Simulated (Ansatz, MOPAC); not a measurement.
The molecule MgB, multiplicity 2 (lowest of 2S+1 = 2, 4 at CCSD(T)/def2-TZVPP on PBE0 minima; our sources give no spin for the ground state, which may be another). The T1 diagnostic near the minimum is 0.063, so single-reference values are doubtful.

The constants come from a fifth-degree fit in 1/R (seven points, main isotopes). Runs in def2 and cc sets follow the lowest solution found near the PBE0 minimum.

The state reached by PM6 isn't checked.

Run with Ansatz (a program for electronic structure) with Gaussian orbitals; MOPAC for PM6 (differences of heats of formation). Values without a source in brackets are computed.

D_e counts from each atom's lowest state at the same level, without counterpoise or zero-point energy.

| level | r_e (Å) | ω_e (cm⁻¹) | ω_e x_e (cm⁻¹) | D_e (eV) | dipole (D) |
|---|---|---|---|---|---|
| PM6 | 2.285 | 538 | 3.2 | - | - |
| SVWN5/def2-TZVPP | 2.355 | [?] | 4.3 | 1.06 | 2.51 |
| PBE/def2-TZVPP | 2.395 | 362 | 4.5 | 0.85 | 2.41 |
| B97M-V/def2-TZVPP | 2.388 | 370 | 4.4 | 0.76 | 2.32 |
| B3LYP/def2-TZVPP | 2.424 | 318 | 5.9 | 0.51 | 2.36 |
| wB97M-V/def2-TZVPP | [?] | [?] | 6.2 | 0.36 | 2.39 |

What belongs in the gaps?


- wB97M-V/def2-TZVPP, r_e (Å): 2.476
- wB97M-V/def2-TZVPP, ω_e (cm⁻¹): 266
- SVWN5/def2-TZVPP, ω_e (cm⁻¹): 387

Doubts at one or more of the structures used: a spin-contaminated determinant (B97M-V/def2-TZVPP, B3LYP/def2-TZVPP, wB97M-V/def2-TZVPP).
